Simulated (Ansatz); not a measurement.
`O[SiH2]BO[SiH3]` + `CO[SiH](O)O[SiH3]` → `[SiH3]OBO[SiH3]` + `CO[SiH](O)[SiH2]O`  (redistribution)

Computed with Ansatz on PBE0-D4/def2-TZVP structures; ΔE is electronic, products minus reactants. CCSD(T)/CBS is the MP2 limit (def2-TZVPP, def2-QZVPP) plus CCSD(T) − MP2 in def2-TZVPP, frozen cores. Functionals use def2-TZVPP. B3LYP here is the variant with VWN-RPA as its local correlation; programs differ in this. Each species was taken in one conformer, which may not be the lowest.

Question: Is it downhill or uphill in electronic energy at CCSD(T)/CBS, and by how much? (Estimate.)

Answer: Ansatz gave: Downhill: ΔE = -0.16 eV.

Question: What do these levels give: PBE-D4, PBE0-D4, B3LYP-D4, ωB97X-V, B2PLYP, PBE, B3LYP, HF/def2-TZVPP, CCSD/def2-TZVPP, CCSD(T)/def2-TZVPP, HF/def2-QZVPP, MP2/def2-QZVPP? (Estimate.)

Answer: The calculation gave: PBE-D4 -0.31, PBE0-D4 -0.27, B3LYP-D4 -0.22, ωB97X-V -0.20, B2PLYP -0.18, PBE -0.30, B3LYP -0.20, HF/def2-TZVPP -0.09, CCSD/def2-TZVPP -0.15, CCSD(T)/def2-TZVPP -0.17, HF/def2-QZVPP -0.07, MP2/def2-QZVPP -0.15 eV.

Largest T1 diagnostic among the species: 0.013.

From PBE to PBE0 (25 % exact exchange), in def2-TZVPP and without D4, ΔE moves by +0.05 eV. In def2-TZVPP, CCSD(T) changes the Hartree–Fock value by −0.08 eV (the triples alone add −0.02 eV) and MP2 by −0.07 eV.
